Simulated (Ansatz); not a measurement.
Pulling on the Se1–H2 bond in SeH (multiplicity 2 held). Energies count from the point at 1.475 Å.


Active spaces are followed from rest. Curves can end on different states.

Frozen-core correlation. Filled d and f shells under p-block atoms count as core.

Programs: Ansatz (Gaussian basis) for Hartree–Fock, density functionals and correlated methods. Each number belongs to the level named beside it.

Q: Give the energy at R = 5.900 Å at the level FIC-MRCISD on CASSCF(7,5)/cc-pVTZ.

A: 74.4 kcal/mol

Q: What energy at R = 5.900 Å does SC-NEVPT2 on CASSCF(7,5)/cc-pVTZ give?

A: 72.9 kcal/mol

Q: What is the computed energy at R = 5.900 Å (FIC-MRCISD+Q on CASSCF(7,5)/cc-pVTZ)?

A: 75.3 kcal/mol

Ansatz is an electronic-structure program.
